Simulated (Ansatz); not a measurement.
FK, charge -1, doublet, at the geometry of the source list (a state made from the parent by changing its charge; the spin is typed, not shown lowest) (a gas-phase anion, which may not be bound at this level), atoms displaced at random by about 0.03 Å a coordinate; HF/def2-SVP, gradient (Ansatz, a program for electronic structure).

Here is a job for Ansatz.
Ansatz 0.2 input:
```yaml
crystal:
  periodic: [false, false, false]
  atoms:
    - {symbol: K, position_ang: [-0.52458789, -0.42389153, -0.73385778]}
    - {symbol: F, position_ang: [0.51769659, 0.46537734, 0.74939953]}
basis:
  gaussian:
    orbitals: def2-SVP
hamiltonian:
  xc: hf
total_charge: -1
magnetization: {spin_polarized: true, initial_magnetization: 1}
output: {forces: true}
```

What the program printed (banner, timings and long lists left out):

```
Functional definition: HF
358 factors; integrals over basis functions are off by at most 5.7e-4 eV
mean field evaluation 1: about -18999.2832 eV, gradient 3.3e1 eV
mean field evaluation 2: about -18999.2757 eV, gradient 3.3e1 eV
mean field evaluation 4: about -19005.4111 eV, gradient 7.7e0 eV
mean field evaluation 8: about -19005.8832 eV, gradient 3.5e-1 eV
mean field evaluation 16: about -19005.8064 eV, gradient 2.3e0 eV
mean field evaluation 32: about -18994.5951 eV, gradient 1.6e1 eV
mean field -19005.88454412 eV, -698.4533743450 hartree, gradient 2.6e-5 eV, S^2 0.750099; 0 other end points of the search recorded, 0 dependent functions left out
the calculation of the forces begins
reference -19005.88454412 eV, -698.4533743450 hartree; 15, 14 occupied and 23, 24 virtual orbitals, 358 factors
Total energy: -19005.88454412 eV, -698.4533743450 hartree
Atom 0 at    -0.524588    -0.423892    -0.733858 Å, force    -1.539827    -1.313768    -2.191302 eV/Å
Atom 1 at     0.517697     0.465377     0.749400 Å, force     1.539827     1.313768     2.191302 eV/Å
Dipole moment:    -0.051712    -0.044120    -0.073590 e Å
```
